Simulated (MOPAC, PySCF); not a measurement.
Stepwise substitution at one centre (B CH3-OH). Isolated molecules, 0 K electronic values unless said otherwise. One relaxed conformer stands for each flexible species; it need not be the lowest. Strings in code marks are SMILES.

Quantity: vertical ionisation energy (energy after one electron is removed minus that of the parent at the parent's geometry), in eV.

Level 1: B3LYP-D3(BJ)/def2-TZVP // PBE0-D3(BJ)/def2-TZVP (PySCF)
Level 2: B3LYP/6-31G* // PBE0-D3(BJ)/def2-TZVP (PySCF)
Level 3: minus the HOMO energy of AM1 // PBE0-D3(BJ)/def2-TZVP (MOPAC)
Level 4: minus the HOMO energy of PM3 // PBE0-D3(BJ)/def2-TZVP (MOPAC)

```json
[
 {"species": "`OB(O)O`", "level 1": "(withheld)", "level 2": "11.40", "level 3": "12.57", "level 4": "12.43"},
 {"species": "`CB(O)O` (O–B–O–H torsion 0°, O–B–O–H torsion 180°)", "level 1": "(withheld)", "level 2": "11.46", "level 3": "12.14", "level 4": "12.16"},
 {"species": "`CB(C)O` (C–B–O–H torsion 178°)", "level 1": "(withheld)", "level 2": "10.44", "level 3": "11.11", "level 4": "11.49"}
]
```

Q: Fill in the missing entries.

A: 
- `OB(O)O`, level 1: 11.80
- `CB(O)O` (O–B–O–H torsion 0°, O–B–O–H torsion 180°), level 1: 11.75
- `CB(C)O` (C–B–O–H torsion 178°), level 1: 10.65
